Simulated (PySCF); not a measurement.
FGeH5OSi, SMILES [O]([SiH2]F)[GeH3]. Coordinates come from a PBE0-D3(BJ)/def2-SVP optimisation. This is a generated structure with no PubChem entry under its InChIKey; it may be hypothetical. The values are those of a single conformer.

Q: Give the equilibrium geometry at PBE0-D3(BJ)/def2-SVP (PySCF confirms it by a frequency run) as bond lengths and angles. (The exact figures need the calculation; the answer reports its results.)

A: This is not unique; one that fits is 
Atoms: Si1 F2 O3 Ge4 H5 H6 H7 H8 H9. Bonded distances (Å): Si1–F2 1.624, Si1–O3 1.637, Si1–H5 1.489, Si1–H6 1.483, O3–Ge4 1.787, Ge4–H7 1.535, Ge4–H8 1.534, Ge4–H9 1.540. Bond angles (°): F2–Si1–O3 109.5, F2–Si1–H5 106.3, F2–Si1–H6 108.1, O3–Si1–H5 111.4, O3–Si1–H6 108.6, H5–Si1–H6 112.8, Si1–O3–Ge4 136.1, O3–Ge4–H7 107.9, O3–Ge4–H8 105.6, O3–Ge4–H9 108.3, H7–Ge4–H8 111.9, H7–Ge4–H9 111.3, H8–Ge4–H9 111.6.
Charge 0, spin multiplicity 1.
